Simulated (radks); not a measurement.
Pm XII, 50 electrons, occupied as [Kr] 4d10 4f2 5s2. Calculated with a radial shooting solver on a logarithmic mesh with Libxc functionals: scalar-relativistic Kohn-Sham, PBE, spin-polarised, spherical densities, finite nucleus; open shells are filled with parallel spins first (spin-orbit coupling, left out, can overturn this in heavy ions); Fermi nuclear charge, rms radius 4.962 fm. Some entries of the table are withheld. Estimate them.

orbital  occ.  eigenvalue (eV)  r(max) (bohr)  <1/r> (bohr^-1)
1s down     1        -45213.44        0.01479            67.42
1s up       1        -45213.43        0.01479            67.42
2s up       1        -7514.536        0.08380            15.59
2s down     1        -7514.526        0.08380            15.59
2p up       3        -6731.967        0.06761            14.67
2p down     3        -6731.963        0.06761            14.67
3s up       1        -1792.187         0.2386            5.695
3s down     1        -1791.288         0.2386            5.698
3p up       3        -1546.376         0.2338            5.376
3p down     3        -1545.483         0.2337            5.378
3d up       5        -1209.260         0.1919            5.101
3d down     5        -1208.572         0.1918            5.103
4s up       1        -507.7625         0.5496            2.414
4s down     1        -505.6052         0.5495            2.414
4p up       3        -426.0214         0.5724            2.234
4p down     3        -423.8848         0.5723            2.233
4d up       5        -310.1007         0.5946            1.988
4d down     5        -307.9880         0.5945            1.987
5s up       1        -200.1600          1.176            1.102
5s down     1        -198.8413          1.179            1.097
4f up       2        -182.8358         0.5877            1.613
4f down     0        -180.7549         0.5881            1.609
5p up       0        -173.7069          1.270            1.009
5p down     0        -172.5732          1.274            1.004
6s up       0              (1)          2.183              (2)
6s down     0              (3)          2.190              (4)

Answer. 
(1) 6s up eigenvalue (eV): -108.2786
(2) 6s up <1/r> (bohr^-1): 0.6324
(3) 6s down eigenvalue (eV): -107.8164
(4) 6s down <1/r> (bohr^-1): 0.6304
